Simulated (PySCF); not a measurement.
Vertical excitations of a molecule C₂H₈GaN from TDDFT-PBE/def2-SVPD (PySCF), as energy in eV (oscillator strength): 5.09 (0.039), 5.82 (0.000), 5.83 (0.095), 5.83 (0.078), 6.42 (0.017), 6.43 (0.000), 6.88 (0.111), 6.99 (0.008), 7.07 (0.048), 7.15 (0.031). Lowest triplet (TDA): 4.65 eV. Geometry optimised at TPSSh-D3(BJ)/def2-SVP. Other conformers were not sampled.

### Question
Pick the molecule that these values belong to.
(A) [CH3][Ga]([CH3])[NH2]
(B) C[N](C)[GaH2]
(C) C[CH2][GaH][NH2]

### Answer
A, [CH3][Ga]([CH3])[NH2]
